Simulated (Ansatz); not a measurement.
`O[SiH](F)[SeH]`, charge 0, multiplicity 1.

(1) Give a relaxed structure at PBE0-D4/def2-TZVP (Ansatz 0.2.0). (Estimate.)

Answers

(1) The calculation gave: 
```xyz
7

O    -0.039    0.558    1.371
Si   -0.356    0.404   -0.216
F     0.036    1.720   -1.024
Se    0.892   -1.207   -1.208
H     0.879    0.532    1.651
H    -1.811    0.207   -0.317
H     0.399   -2.215   -0.258
```
